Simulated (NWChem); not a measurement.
BNH3, doublet; SMILES B[NH]

All runs: NWChem. Spin-unrestricted. In the optimisation the excess spin sits in a' (Cs, its own frame). Structure relaxed at the PBE0/def2-SVP, spin-unrestricted level. No stability test was run on the SCF state. Total energies compare along this basis series because the functional is fixed.

```json
[
 {"level": "B3LYP/STO-3G", "basis functions": "13", "energy (Ha)": "-80.3060", "highest occupied level (eV)": "-5.43", "lowest empty minus highest occupied level, either spin (eV)": "5.05", "dipole (D)": "1.87"},
 {"level": "B3LYP/def2-SVP", "basis functions": "43", "energy (Ha)": "-81.2963", "highest occupied level (eV)": "-7.33", "lowest empty minus highest occupied level, either spin (eV)": "4.09", "dipole (D)": "1.64"},
 {"level": "B3LYP/def2-SVPD", "basis functions": "64", "energy (Ha)": "-81.3046", "highest occupied level (eV)": "-7.54", "lowest empty minus highest occupied level, either spin (eV)": "3.98", "dipole (D)": "1.32"},
 {"level": "B3LYP/def2-TZVP", "basis functions": "80", "energy (Ha)": "-81.3920", "highest occupied level (eV)": "-7.50", "lowest empty minus highest occupied level, either spin (eV)": "4.03", "dipole (D)": "1.40"},
 {"level": "B3LYP/def2-TZVPD", "basis functions": "101", "energy (Ha)": "-81.3927", "highest occupied level (eV)": "-7.53", "lowest empty minus highest occupied level, either spin (eV)": "4.00", "dipole (D)": "1.31"},
 {"level": "B3LYP/def2-TZVPP", "basis functions": "104", "energy (Ha)": "-81.3935", "highest occupied level (eV)": "-7.51", "lowest empty minus highest occupied level, either spin (eV)": "4.03", "dipole (D)": "1.37"},
 {"level": "B3LYP/def2-QZVP", "basis functions": "204", "energy (Ha)": "-81.3994", "highest occupied level (eV)": "-7.54", "lowest empty minus highest occupied level, either spin (eV)": "4.01", "dipole (D)": "1.32"}
]
```
